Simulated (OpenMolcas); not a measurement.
**Cr3+, Mo3+, W3+: d³ down the group**

```yaml
Program: OpenMolcas 26.06
Method: CASSCF
Basis: ANO-RCC-VTZP
Scalar_Hamiltonian: DKH2, point nucleus
Spin-orbit_coupling: state interaction with AMFI integrals over the reference wave functions, term energies averaged over their components
```

Active space for each ion: 3 electrons in 5 orbitals (d).

Computed levels in cm-1 above ⁴F_3/2:

| Level | Cr3+ | Mo3+ | W3+ |
| --- | --- | --- | --- |
| ⁴F_5/2 | 245 | 740 | 3369 |
| ⁴F_7/2 | 580 | 1694 | 6728 |
| ⁴F_9/2 | 1000 | 2803 | 9657 |
| ⁴P_1/2 | 17843 | 13190 | 14819 |
| ⁴P_3/2 | 17953 | 13289 | 13542 |
| ²G_7/2 | 18173 | 14337 | 17915 |
| ⁴P_5/2 | 18235 | 14360 | 19482 |
| ²G_9/2 | 18531 | 15066 | 27067 |
| ²P_1/2 | 24056 | 18693 | 23622 |
| weight of ⁴F in the lowest level (%) | 100 | 99 | 92 |

Mixed levels, with the weight of the term that names them: W3+ ⁴P_3/2 (57 %), W3+ ²G_9/2 (52 %).

Measured, with the error of the calculation in %. Measured levels: Cr3+ from Sugar and Corliss, J. Phys. Chem. Ref. Data 6, 317 (1977); Mo3+ from Sugar and Musgrove, J. Phys. Chem. Ref. Data 17, 155 (1988); W3+ from the list in J. Phys. B 45, 035001 (2012).

```json
{"Level": "⁴F_5/2", "Cr3+": "236 (+3.8)", "Mo3+": "778 (-4.9)", "W3+": "3537 (-4.8)"}
{"Level": "⁴F_7/2", "Cr3+": "556 (+4.5)", "Mo3+": "1760 (-3.7)", "W3+": "6745 (-0.3)"}
{"Level": "⁴F_9/2", "Cr3+": "946 (+5.8)", "Mo3+": "2865 (-2.1)", "W3+": "9256 (+4.3)"}
{"Level": "⁴P_1/2", "Cr3+": "14059 (+26.9)", "Mo3+": "10338 (+27.6)", "W3+": "11773 (+25.9)"}
{"Level": "⁴P_3/2", "Cr3+": "14177 (+26.6)", "Mo3+": "10331 (+28.6)", "W3+": "10221 (+32.5)"}
{"Level": "²G_7/2", "Cr3+": "15052 (+20.7)", "Mo3+": "11580 (+23.8)", "W3+": "15261 (+17.4)"}
{"Level": "⁴P_5/2", "Cr3+": "14471 (+26.0)", "Mo3+": "11612 (+23.7)", "W3+": "17190 (+13.3)"}
{"Level": "²G_9/2", "Cr3+": "15402 (+20.3)", "Mo3+": "12311 (+22.4)", "W3+": ""}
{"Level": "²P_1/2", "Cr3+": "19519 (+23.2)", "Mo3+": "14348 (+30.3)", "W3+": "18365 (+28.6)"}
```

The fine-structure level ⁴F_9/2 changes by a factor of 9.66 from Cr3+ to W3+.

Without spin-orbit coupling ⁴P lies 17517, 12304, 11562 cm-1 above ⁴F in that order; the difference to the level ⁴P_1/2, of either sign, comes from spin-orbit coupling, which also lowers the zero.

Without dynamic correlation excited terms often stand tens of per cent too high (terms of higher spin than the ground term too low), and those without a measured partner can miss by more than the paired ones. Terms from blocks run as CI alone lack orbitals of their own. Some levels mix across a computed gap that differs much from the measured one, so their mixing is not that of the real levels (holds for W3+). Computed and measured levels are paired by configuration, term and J; levels that our copy of the source lacks, or whose pairing is in doubt (as where it misses far off the trend of its configuration), stay unpaired and out of the deviations. Levels of configurations outside the active space are missing.
